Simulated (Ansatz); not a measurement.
The inner images of a band of ClH3O3Zn (8 atoms, charge 0, multiplicity 1) are given out of order.

Level of theory: RKS PBE/def2-SVP in Ansatz 0.2.0.

First end point:

```xyz
8
Properties=species:S:1:pos:R:3
Zn -0.721 0.169 -0.912
O 0.922 -0.645 -1.034
Cl -2.524 1.182 -1.401
H 1.177 -0.534 0.545
O 0.880 -0.370 1.514
O -0.537 -0.133 1.225
H 1.524 -0.318 -1.724
H -0.722 0.650 1.785
```

Last end point:

```xyz
8
Properties=species:S:1:pos:R:3
Zn -0.621 0.549 -0.486
O 0.887 -0.875 -1.013
Cl -2.219 1.199 -1.726
H 1.254 -0.562 -0.128
O 0.499 0.606 1.076
O -0.481 -0.410 1.610
H 1.537 -0.607 -1.690
H -0.857 0.100 2.357
```

Problem. Put them in order from the first end to the last, with their energies above the first end.
A.
```xyz
8
Properties=species:S:1:pos:R:3
Zn -0.708 0.145 -0.899
O 0.914 -0.713 -1.027
Cl -2.448 1.277 -1.355
H 1.214 -0.402 0.528
O 0.923 -0.126 1.472
O -0.523 -0.223 1.227
H 1.490 -0.441 -1.762
H -0.862 0.483 1.816
```
B.
```xyz
8
Properties=species:S:1:pos:R:3
Zn -0.659 0.161 -0.800
O 0.888 -0.874 -0.979
Cl -2.329 1.338 -1.382
H 1.165 -0.218 0.362
O 0.807 0.380 1.159
O -0.463 -0.378 1.331
H 1.494 -0.599 -1.691
H -0.903 0.190 2.000
```
C.
```xyz
8
Properties=species:S:1:pos:R:3
Zn -0.637 0.286 -0.664
O 0.912 -0.892 -0.917
Cl -2.323 1.316 -1.446
H 1.139 -0.316 0.127
O 0.694 0.479 1.012
O -0.451 -0.415 1.414
H 1.546 -0.621 -1.607
H -0.879 0.163 2.080
```
D.
```xyz
8
Properties=species:S:1:pos:R:3
Zn -0.622 0.440 -0.542
O 0.919 -0.907 -0.945
Cl -2.310 1.262 -1.538
H 1.217 -0.476 -0.050
O 0.586 0.581 1.022
O -0.459 -0.410 1.496
H 1.571 -0.631 -1.618
H -0.903 0.142 2.174
```
E.
```xyz
8
Properties=species:S:1:pos:R:3
Zn -0.696 0.120 -0.864
O 0.896 -0.802 -1.010
Cl -2.376 1.330 -1.348
H 1.215 -0.276 0.473
O 0.908 0.156 1.357
O -0.492 -0.303 1.261
H 1.467 -0.543 -1.754
H -0.923 0.318 1.885
```

Solution. A (+1.5 kJ/mol), E (+6.1 kJ/mol), B (+14.5 kJ/mol), C (+28.0 kJ/mol), D (+17.0 kJ/mol).

Time of the run: 110 s on 2 threads of Arm Neoverse V1 (shared host), peak memory 0.15 GiB.
